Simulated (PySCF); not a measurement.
(3E)-2-fluoropenta-1,3-diene (C5H7F), SMILES C(/C(=C)F)=C\C.

Coordinates come from a PBE0-D3(BJ)/def2-SVP optimisation. One conformer was computed; it need not be the lowest.

Level of theory: PBE/def2-TZVP in PySCF.

Symmetry labels are those of the subgroup Cs that the program uses (full group Cs).

Computed valence orbital energies around the gap with their symmetry:
```tsv
orbital	symmetry	energy (eV)
HOMO−7	A'	-10.43
HOMO−6	A"	-10.21
HOMO−5	A'	-10.15
HOMO−4	A'	-9.43
HOMO−3	A'	-8.71
HOMO−2	A'	-8.52
HOMO−1	A"	-7.38
HOMO	A"	-5.61
LUMO	A"	-1.75
LUMO+1	A'	0.72
LUMO+2	A"	0.91
LUMO+3	A'	1.03
```
